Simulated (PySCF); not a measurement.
**SrSn at PBE0**

Computed with PBE0; PySCF, scalar-relativistic core potentials, basis sets Sr def2-SVP with ECP28, Sn def2-SVP with ECP28.

For SrSn, the state is ³Π (triplet), unpaired electrons σ ↑, π ↑, a second solution, started from another occupation. The bond length is 3.490 Å and the harmonic wavenumber is 99.1 cm⁻¹. The force constant is 0.294 mdyn/Å. The rotational constant Be is 0.02728 cm⁻¹ and the anharmonicity ωexe is 0.401 cm⁻¹. The vibration–rotation constant αe is 0.000121 cm⁻¹, the energy of the minimum from ground-state Sr + Sn is -0.57 eV and the bond order (Mayer) is 0.97. The dipole moment (positive dipole means Sr(−)Sn(+)) is -2.27 D.

These are scalar-relativistic numbers at best; spin–orbit coupling would shift them, the dissociation energy most.
